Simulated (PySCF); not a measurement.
SMILES O=CC[SiH2]c1ccco1, GFN2-xTB optimised geometry. Atoms within 1.6 Å of the plane z = 0.6 Å (x, y, z in Å): O1 (1.43, -2.83, 0.77), C2 (0.24, -3.03, 0.77), C3 (-0.69, -2.71, -0.33), Si4 (-1.54, -1.02, 0.02), C5 (-0.25, 0.32, 0.00), C6 (1.12, 0.32, 0.00), C7 (1.53, 1.68, 0.00), C8 (0.38, 2.41, 0.00), O9 (-0.70, 1.61, 0.00), H10 (-0.25, -3.46, 1.66), H12 (-1.46, -3.47, -0.40), H13 (-2.23, -1.09, 1.32), H15 (1.75, -0.54, 0.01), H16 (2.53, 2.05, 0.00), H17 (0.20, 3.47, 0.00).

Computed with PySCF with CAM-B3LYP/def2-SVP. Cells within 0.4 Å of a nucleus heavier than hydrogen are left out (blank, or x).

Map of the deformation density (molecule minus spherical neutral atoms) (e/bohr³) on the plane z = 0.6 Å:

```
|22222222222222222222222222222|
|22222222222222222222222222222|
|22222222222222222222222222222|
|22222222222222222222222222222|
|22222222222222222222222222222|
|22222222222222222222222222222|
|22222222222222332222222222222|
|22222222222221222222222222222|
|22222222222221124322222222222|
|22222222233333224423322222222|
|22222222223342102222322222222|
|22222222222222001332222222222|
|22222222222122122332222222222|
|22222222222222353112222222222|
|22222222212343342232222222222|
|22222222222343222232222222222|
|22222223443222222222222222222|
|22222223553111222222222222222|
|22222222332222222222222222222|
|22222222222222112233222222222|
|22222222222222113353322222222|
|222222222221257x9xx5322222222|
|22222222222114xx92x3222222222|
|22222222222211003212222222222|
|22222222222221112222222222222|
|22222222222222222222222222222|
|22222222222222222222222222222|
|22222222222222222222222222222|
|22222222222222222222222222222|
```
Scale: ten equal steps from -0.031 (start of '0') to 0.074 (end of '9'), in the order '0123456789'; x runs from -5.50 to 5.50, y from -5.50 (bottom) to 5.50 (top).
